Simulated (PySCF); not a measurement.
## Working out the ionisation energy of Ir⁺

Ir⁺ [Xe] 4f14 5d7 6s1 (5F) → Ir²⁺ [Xe] 4f14 5d7 (4F). Calculation: PySCF 2.14, in def2-QZVPPD with the def2 core potential (60 electrons) (7s5p4d4f2g, 88 functions); a scalar-relativistic core potential. Frozen: nothing. Energies in hartree (1 hartree = 27.21139 eV):

```json
{"part": "UHF", "Ir⁺ (lower)": "-103.188298", "Ir²⁺ (upper)": "-102.587933"}
{"part": "MP2 opposite-spin", "Ir⁺ (lower)": "-0.311314", "Ir²⁺ (upper)": "-0.288299"}
{"part": "MP2 same-spin", "Ir⁺ (lower)": "-0.154551", "Ir²⁺ (upper)": "-0.128337"}
```

Problem. What does Hartree-Fock give?

Solution. (-102.587933) − (-103.188298) = 0.600365 hartree = 16.337 eV.

Problem. What do MP2 and SCS-MP2 (6/5 opposite-spin, 1/3 same-spin) give?

Solution. The opposite-spin parts differ by 0.626 eV and the same-spin parts by 0.713 eV. MP2: 16.337 + (0.626) + (0.713) = 17.676 eV. SCS-MP2: 16.337 + 1.2 × (0.626) + (0.713)/3 = 17.326 eV.

Reference: 17 ± 0.3 eV (semi-empirical (NIST evaluation); NIST Atomic Spectra Database, ionization energies), between the lowest levels; spin-orbit coupling is absent from the calculation.

What remains against the reference includes basis incompleteness and correlation beyond second order.
